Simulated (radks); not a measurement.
Isoelectronic series with 2 electrons, each ion in its NIST ground configuration. All-electron calculation, Dirac Kohn-Sham, PBE, spin-unpolarised, spherical densities, point nucleus. Program: a radial shooting solver on a logarithmic mesh with Libxc functionals. Total energies (hartree) and orbital eigenvalues (hartree):

ion,configuration,E (hartree),1s1/2
He,[He],-2.89307,-0.57931
Be2+,[He],-13.62232,-4.86128
C4+,[He],-32.35915,-13.14633
O6+,[He],-59.11736,-25.44055
Ne8+,[He],-93.91472,-41.75231
Mg10+,[He],-136.77404,-62.09252
Si12+,[He],-187.72338,-86.47468
S14+,[He],-246.79618,-114.9150
Ar16+,[He],-314.03139,-147.4324
Ca18+,[He],-389.47363,-184.0485
Ti20+,[He],-473.17328,-224.7882
Cr22+,[He],-565.18671,-269.6788
Fe24+,[He],-665.57645,-318.7512
Ni26+,[He],-774.41144,-372.0391
Zn28+,[He],-891.76722,-429.5796
